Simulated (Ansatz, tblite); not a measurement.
Cost and result up the ladder for ScF₃ (4 atoms). The state is a singlet with charge 0. Geometry: PBE0-D4/def2-TZVP.

```xyz
4

Sc    0.002   -0.001    0.003
F     1.522   -0.266   -0.994
F    -0.418    1.683    0.609
F    -1.106   -1.416    0.383
```

Ansatz on 4 threads of Arm Neoverse V1 on a shared host; xTB runs through tblite on one thread. Times are rough, summed over both states, and most runs start from the orbitals of an earlier one. CCSD(T)/def2-TZVPP serves as the yardstick here, not as an exact answer. The other state is a triplet at its own geometry.

The xTB rows come from tblite. B3LYP takes the VWN-RPA correlation. Correlated methods freeze 8 core orbitals; core or outer-core shells of Sc are correlated, in sets that lack core-valence functions. HOMO above LUMO, or a gap near zero within one spin, warns that the state may not be the lowest or that an electron is smeared out. The structure comes from a short search, and lower isomers may exist.

Correlated methods converge slowly with the basis.

xTB has no spin-polarisation term.

```json
{"level": "GFN2-xTB", "functions": "21", "wall time": "0.004 s", "triplet − singlet (eV)": "5.06", "difference from CCSD(T)/def2-TZVPP (eV)": "-2.64", "remarks": "–"}
{"level": "GFN1-xTB", "functions": "21", "wall time": "0.005 s", "triplet − singlet (eV)": "4.12", "difference from CCSD(T)/def2-TZVPP (eV)": "-3.58", "remarks": "–"}
{"level": "LDA (SPW92)/def2-TZVP", "functions": "138", "wall time": "2.9 s", "triplet − singlet (eV)": "6.11", "difference from CCSD(T)/def2-TZVPP (eV)": "-1.59", "remarks": "gap within one spin near zero (triplet)"}
{"level": "RPA@PBE/def2-TZVP", "functions": "138", "wall time": "5.9 s", "triplet − singlet (eV)": "4.86", "difference from CCSD(T)/def2-TZVPP (eV)": "-2.84", "remarks": "–"}
{"level": "PBE-D4/def2-TZVP (with forces)", "functions": "138", "wall time": "6 s", "triplet − singlet (eV)": "5.67", "difference from CCSD(T)/def2-TZVPP (eV)": "-2.03", "remarks": "–"}
{"level": "B3LYP-D4/def2-TZVP", "functions": "138", "wall time": "8.3 s", "triplet − singlet (eV)": "6.16", "difference from CCSD(T)/def2-TZVPP (eV)": "-1.54", "remarks": "–"}
{"level": "PBE0-D4/def2-TZVP", "functions": "138", "wall time": "8.3 s", "triplet − singlet (eV)": "6.41", "difference from CCSD(T)/def2-TZVPP (eV)": "-1.30", "remarks": "–"}
{"level": "r2SCAN-D4/def2-TZVP", "functions": "138", "wall time": "15 s", "triplet − singlet (eV)": "5.92", "difference from CCSD(T)/def2-TZVPP (eV)": "-1.78", "remarks": "–"}
{"level": "CCSD(T)/def2-TZVPP", "functions": "157", "wall time": "3.7 min", "triplet − singlet (eV)": "7.70", "difference from CCSD(T)/def2-TZVPP (eV)": "0.00", "remarks": "–"}
```
